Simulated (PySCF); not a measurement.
Computed IR spectrum (relative IR intensity) of a molecule C3H6OSi. Coordinates come from a PBE-D3(BJ)/def2-SVP optimisation. The values are those of a single conformer. Computed with PySCF with PBE-D3(BJ)/def2-SVP. Frequencies are harmonic and unscaled.

Lines under 2 % of the strongest are left out, and lines within 2 cm⁻¹ are merged.

ν (cm⁻¹): 305 (w), 384 (vw), 390 (vw), 534 (w), 581 (m), 700 (vw), 854 (vs), 900 (m), 908 (w), 962 (w), 992 (w), 1016 (m), 1033 (w), 1352 (m), 1611 (m), 1693 (m), 2148 (m), 2178 (m), 2185 (m), 3072 (vw), 3103 (vw) (against the strongest line: vs over 80 %, s over 45 %, m over 15 %, w over 4 %, vw less)

Which molecule gave these data?
A. O=C1C[SiH2]C1
B. [SiH3]C1=COC1
C. C=CC(=O)[SiH3]
D. C1=CO[SiH2]C1

C, C=CC(=O)[SiH3]
